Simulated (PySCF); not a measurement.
Geometries of 3 isomers of C5H4ClNO, from PBE0-D3(BJ)/def2-SVP geometry optimisation, gas phase in PySCF. One conformer each, no zero-point energy, no frequencies.

Question: Which isomer lies lowest at this level?
A.
```xyz
12
angstrom
O      0.249    2.197    0.162
N     -0.152    1.024    0.049
C     -1.492    0.737   -0.021
C     -1.966   -0.552   -0.150
C     -1.078   -1.625   -0.213
C      0.283   -1.347   -0.141
C      0.728   -0.040   -0.011
Cl     2.378    0.365    0.083
H     -2.115    1.629    0.036
H     -3.046   -0.704   -0.200
H     -1.432   -2.651   -0.316
H      1.034   -2.136   -0.184
```
B.
```xyz
12
angstrom
O     -2.235   -0.103   -0.098
C     -0.909   -0.010    0.033
C     -0.235    1.055   -0.585
C      1.139    1.126   -0.433
C      1.787    0.144    0.322
Cl     3.501    0.183    0.544
C      1.026   -0.871    0.894
N     -0.294   -0.939    0.747
H     -2.497   -0.893    0.396
H     -0.792    1.793   -1.163
H      1.716    1.932   -0.892
H      1.509   -1.651    1.490
```
C.
```xyz
12
angstrom
O     -1.462   -2.252    0.445
C     -0.299   -1.696    0.789
C      0.037   -0.432    0.283
C      1.256    0.104    0.671
C      2.095   -0.606    1.531
C      1.642   -1.851    1.960
Cl     2.638   -2.786    3.028
N      0.488   -2.382    1.606
H     -1.496   -3.109    0.896
H     -0.648    0.087   -0.387
H      1.562    1.086    0.302
H      3.059   -0.219    1.859
```

Answer: C. That is 6-chloro-2-hydroxypyridine, `Oc1cccc(Cl)n1`, 3.2 kcal/mol below the next.

| SMILES | atoms numbered as above | E (Eh) | relative (kcal/mol) | relative (kJ/mol) | dipole (D) |
| --- | --- | --- | --- | --- | --- |
| Oc1cccc(Cl)n1 | [OH:1][c:2]1[cH:3][cH:4][cH:5][c:6]([Cl:7])[n:8]1 | -782.24153 | 0.0 | 0.0 | 1.64 |
| Oc1ccc(Cl)cn1 | [OH:1][c:2]1[cH:3][cH:4][c:5]([Cl:6])[cH:7][n:8]1 | -782.23650 | 3.2 | 13.2 | 0.77 |
| [O-][n+]1ccccc1Cl | [O-:1][n+:2]1[cH:3][cH:4][cH:5][cH:6][c:7]1[Cl:8] | -782.15717 | 52.9 | 221.5 | 4.18 |

As drawn, the lowest has an O–H bond, which the highest lacks; the highest has an N–O linkage, which the lowest lacks.
